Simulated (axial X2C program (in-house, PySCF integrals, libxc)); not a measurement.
Correcting the dissociation energy of TeF⁺ for spin–orbit coupling

A spin-free CCSD(T) curve (one-electron X2C) was computed with an in-house relativistic program for diatomic molecules, basis Te dyall-cv3z [11s12p8d4f1g], F dyall-av3z [7s6p3d2f] (cores contracted in-house), for the state M_S = 1, Λ = 0 (beyond evenly filled blocks: π+α, π-α). It gives D0 = 3.129 eV to Te+ + F, which in a spin-free picture are the weighted means of the ground terms.

Correlated methods: 12 electrons correlated (number of frozen shells: Te 4 s, 3 p, 2 d; F 1 s), 254 virtual spin orbitals or spinors in MP2, 90 natural virtuals in coupled cluster.

Measured levels of the ground terms (NIST Handbook of Basic Atomic Spectroscopic Data), in cm⁻¹: Te+ 4S: J = 3/2 at 0; F 2P: J = 3/2 at 0, J = 1/2 at 404.1.

The molecular state has Λ = 0, so it has no first-order lowering.

**Question.** How far does each ground level lie under the (2J+1)-weighted mean of its term?

**Answer.** Te+: a single level, 0; F: (4 × 0 + 2 × 404.1)/6 = 135 cm⁻¹.

**Question.** Correct D0.

**Answer.** D0 = 3.129 + (0 − 135)/8065.5 = 3.112 eV at CCSD(T) with these spin–orbit terms.

Second-order spin–orbit effects in the molecule, which grow quickly with Z, are left out. Occupations by symmetry block were frozen at the best pattern of an incomplete PBE0 search. Dissociation energies refer to the lowest single-determinant-based atoms at the same level and basis. CCSD and (T) use frozen natural virtuals with an MP2 correction for the truncation; (T) itself is uncorrected, so its De runs slightly low. Other states lie close and PBE0, whose exact exchange favours high spin, may order them wrongly; the determinant shown need not be the ground state. The nearest other spin-free determinant of the search, M_S = 0, Λ = 2, lies 0.96 eV up at the distance of the search. With the outer-core shells frozen, correlated bond lengths of heavy atoms tend to come out a few hundredths of an ångström too long.
